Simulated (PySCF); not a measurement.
C3H9ClOSi, SMILES COC[Si@H](C)Cl.

Coordinates come from a PBE-D3(BJ)/def2-SVP optimisation. The structure was generated by enumeration; whether it is a known compound was not checked. The values are those of a single conformer.

Calculation: PBE-D3(BJ)/def2-SVP in PySCF.

Frequencies are harmonic and unscaled.

```tsv
mode	ν (cm⁻¹)	IR (km/mol)	moving atoms (share of kinetic energy)
1	56	0.5	C 43 %, Cl 31 %, H 20 %
2	80	3.8	O 46 %, H 41 %, C 11 %
3	110	0.5	C 49 %, H 27 %, O 16 %
4	150	0.1	H 94 %
5	187	3.4	C 35 %, H 25 %, Cl 22 %, Si 14 %
6	197	1.6	H 41 %, C 31 %, Cl 14 %
7	245	1.1	H 79 %, C 11 %
8	289	8.2	C 31 %, H 26 %, O 20 %, Si 19 %
9	384	9.4	Si 41 %, C 22 %, H 19 %, O 16 %
10	507	51.0	Cl 44 %, Si 37 %, C 9 %, H 9 %
11	627	16.9	H 72 %, C 16 %
12	667	5.6	H 46 %, C 38 %, Si 12 %
13	691	17.8	H 62 %, C 28 %, Si 9 %
14	728	11.3	H 74 %, C 19 %
15	788	38.1	H 51 %, C 30 %, Si 19 %
16	854	186.1	H 67 %, Si 17 %, C 16 %
17	869	124.4	H 75 %, C 13 %, Si 11 %
18	963	21.6	C 54 %, O 28 %, H 17 %
19	1132	0.3	H 78 %, C 19 %
20	1146	73.3	H 38 %, C 32 %, O 30 %
21	1165	80.2	H 35 %, C 34 %, O 31 %
22	1189	12.0	H 86 %
23	1213	28.6	H 78 %, C 22 %
24	1257	1.4	H 65 %, C 30 %
25	1374	5.2	H 96 %
26	1380	2.7	H 96 %
27	1396	23.8	H 92 %
28	1402	7.1	H 97 %
29	1412	4.5	H 92 %
30	1442	6.0	H 91 %
31	2163	126.7	H 97 %
32	2854	44.6	H 95 %
33	2889	77.8	H 97 %
34	2908	44.1	H 91 %, C 9 %
35	2947	49.6	H 90 %, C 10 %
36	2980	1.5	H 97 %
37	3062	20.0	H 91 %, C 9 %
38	3080	1.9	H 91 %, C 9 %
39	3098	0.5	H 91 %, C 9 %
```
